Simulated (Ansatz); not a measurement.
Input for Ansatz (an electronic-structure program): U-CCSD(T)/def2-SVP on GeH6Si (SMILES [SiH3][GeH3]), a point of a bond scan (R = 2.865 Å). The run froze 19 orbitals, filled d shells among them.

Ansatz 0.2 input:
```yaml
crystal:
  periodic: [false, false, false]
  atoms:
    - {symbol: Si, position_ang: [-1.60407886, -0.12828814, 0.02054821]}
    - {symbol: Ge, position_ang: [1.25195892, 0.10012693, -0.01603756]}
    - {symbol: H, position_ang: [-2.17715491, 0.81800631, 1.00694953]}
    - {symbol: H, position_ang: [-1.99904053, -1.50734552, 0.39348646]}
    - {symbol: H, position_ang: [-2.15616106, 0.18290136, -1.31931867]}
    - {symbol: H, position_ang: [1.68010533, 1.52784059, -0.40196021]}
    - {symbol: H, position_ang: [1.86430049, -0.87689819, -1.03636676]}
    - {symbol: H, position_ang: [1.84258992, -0.22011091, 1.36931968]}
basis:
  gaussian:
    orbitals: def2-SVP
correlation: {method: ccsd_t, electrons: outside_noble_gas}
scf: {omitted_lower_state_checks: [cluster_reference]}
magnetization: {spin_polarized: true, initial_magnetization: 0}
```

Program output:

```
WARN ansatz: RAYON_NUM_THREADS=2 ignored (pool sized by the plan → 2); use --threads N
Functional definition: HF
these checks for a lower state are left out or cut short: cluster_reference
integrals: 0.11 GiB planned
791 factors; integrals over basis functions are off by at most 1.4e-3 eV
mean field: 0.29 GiB planned
mean field evaluation 1: about -64419.3001 eV, gradient 9.1e0 eV
mean field evaluation 2: about -64419.3005 eV, gradient 9.1e0 eV
mean field evaluation 4: about -64420.1998 eV, gradient 1.5e0 eV
mean field evaluation 8: about -64420.2071 eV, gradient 9.7e-7 eV
mean field -64420.20710309 eV, -2367.3989454538 hartree, gradient 2.9e-6 eV, S^2 0.000000; 0 other end points of the search recorded, 0 dependent functions left out
19 core orbitals not correlated
reference -64420.20710309 eV, -2367.3989454538 hartree; 7, 7 occupied and 54, 54 virtual orbitals, 791 factors
second order -5.68553684 eV of doubles, -0.00000000 eV of singles
coupled cluster: 0.26 GiB planned
cycle   1  -6.68506219 eV  change    -1.0e0 eV  update   7.5e-2
cycle   2  -7.04597693 eV  change   -3.6e-1 eV  update   2.6e-2
cycle   3  -7.05909549 eV  change   -1.3e-2 eV  update   5.8e-3
cycle   4  -7.05800452 eV  change    1.1e-3 eV  update   1.6e-3
cycle   5  -7.05727481 eV  change    7.3e-4 eV  update   4.6e-4
cycle   6  -7.05713087 eV  change    1.4e-4 eV  update   1.2e-4
cycle   7  -7.05713488 eV  change   -4.0e-6 eV  update   3.7e-5
cycle   8  -7.05715009 eV  change   -1.5e-5 eV  update   9.2e-6
perturbative correction -0.17273892 eV, -0.0063480384 hartree
Total energy: -64427.43699210 eV, -2367.6646389745 hartree
Checks for a lower state left out: cluster_reference
```

The run converged.

Cost: around 5 core-seconds (rough).
